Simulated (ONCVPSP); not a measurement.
**Reading a pseudo-wave (Cd)**

Columns: radius, all-electron u(r) and pseudo u(r) of the 4d shell (level -11.90 eV) of cadmium in the configuration [Ar] 3d10 4s2 4p6 4d10 5s2; LDA (Perdew-Wang 92), scalar-relativistic, ONCV scheme, ONCVPSP 4.0.1.

```json
{"r (bohr)": "0.078", "all-electron": "-0.1583", "pseudo": "0.0026"}
{"r (bohr)": "0.155", "all-electron": "-0.4179", "pseudo": "0.0193"}
{"r (bohr)": "0.232", "all-electron": "-0.4760", "pseudo": "0.0613"}
{"r (bohr)": "0.310", "all-electron": "-0.3364", "pseudo": "0.1351"}
{"r (bohr)": "0.388", "all-electron": "-0.0938", "pseudo": "0.2395"}
{"r (bohr)": "0.465", "all-electron": "0.1682", "pseudo": "0.3655"}
{"r (bohr)": "0.542", "all-electron": "0.4072", "pseudo": "0.5027"}
{"r (bohr)": "0.620", "all-electron": "0.6045", "pseudo": "0.6395"}
{"r (bohr)": "0.698", "all-electron": "0.7510", "pseudo": "0.7610"}
{"r (bohr)": "0.775", "all-electron": "0.8494", "pseudo": "0.8561"}
{"r (bohr)": "0.852", "all-electron": "0.9085", "pseudo": "0.9215"}
{"r (bohr)": "0.930", "all-electron": "0.9363", "pseudo": "0.9562"}
{"r (bohr)": "1.008", "all-electron": "0.9397", "pseudo": "0.9627"}
{"r (bohr)": "1.085", "all-electron": "0.9255", "pseudo": "0.9471"}
{"r (bohr)": "1.162", "all-electron": "0.8992", "pseudo": "0.9161"}
{"r (bohr)": "1.240", "all-electron": "0.8644", "pseudo": "0.8753"}
{"r (bohr)": "1.318", "all-electron": "0.8243", "pseudo": "0.8298"}
{"r (bohr)": "1.395", "all-electron": "0.7819", "pseudo": "0.7838"}
{"r (bohr)": "1.472", "all-electron": "0.7383", "pseudo": "0.7385"}
{"r (bohr)": "1.550", "all-electron": "0.6940", "pseudo": "0.6940"}
{"r (bohr)": "1.628", "all-electron": "0.6506", "pseudo": "0.6506"}
{"r (bohr)": "1.705", "all-electron": "0.6091", "pseudo": "0.6090"}
{"r (bohr)": "1.782", "all-electron": "0.5692", "pseudo": "0.5691"}
{"r (bohr)": "1.860", "all-electron": "0.5307", "pseudo": "0.5307"}
{"r (bohr)": "1.938", "all-electron": "0.4943", "pseudo": "0.4942"}
{"r (bohr)": "2.015", "all-electron": "0.4604", "pseudo": "0.4603"}
```

How many radial nodes do the two functions have?

The all-electron 4d function has n − l − 1 = 1; the pseudo-wave has 0, since the states of the same l below it are removed with the core.

At about which radius was the pseudo-wave matched?

1.55 bohr. The columns agree to 0.0005 from 1.47 bohr on; several derivatives are matched, so the curves merge somewhat inside the radius.

Where does each function peak?

Outermost all-electron maximum near 1.01 bohr, pseudo maximum near 1.01 bohr (to the table’s step).

Is the pseudo-wave norm-conserving?

Yes: the ONCV scheme keeps the norm inside the radius equal to the all-electron one, which fixes the energy derivative of the logarithmic derivative at the level.
